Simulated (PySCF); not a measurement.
CH₅BO₂, SMILES CB(O)O.

The structure is a stationary point at B3LYP-D3(BJ)/def2-SVP. Other conformers were not sampled.

Calculation: TDA-PBE0/def2-SVPD (PySCF).

Vertical excitations. Isolated molecule, no solvent.

Computed excitation energies, oscillator strengths and character:
```tsv
state	energy (eV)	λ (nm)	f	main pairs
S1	7.73	160	0.046	HOMO→LUMO 99 %
S2	7.86	158	0.000	HOMO−1→LUMO 97 %
S3	8.53	145	0.003	HOMO→LUMO+2 96 %
S4	8.78	141	0.000	HOMO→LUMO+1 78 %, HOMO−2→LUMO 20 %
S5	8.81	141	0.034	HOMO−1→LUMO+1 66 %, HOMO−3→LUMO 29 %
S6	9.18	135	0.019	HOMO−2→LUMO 78 %, HOMO→LUMO+1 21 %
S7	9.33	133	0.009	HOMO−3→LUMO 69 %, HOMO−1→LUMO+1 29 %
S8	9.53	130	0.047	HOMO→LUMO+3 59 %, HOMO−1→LUMO+2 26 %
S9	9.60	129	0.120	HOMO−1→LUMO+2 58 %, HOMO→LUMO+3 30 %
S10	9.82	126	0.001	HOMO−1→LUMO+3 74 %
T1	7.52	165	0	HOMO→LUMO 97 %
T2	7.64	162	0	HOMO−1→LUMO 93 %
T3	7.87	158	0	HOMO→LUMO+2 98 %
T4	8.02	155	0	HOMO−1→LUMO+2 96 %
```
Triplets are in the Tamm–Dancoff approximation.
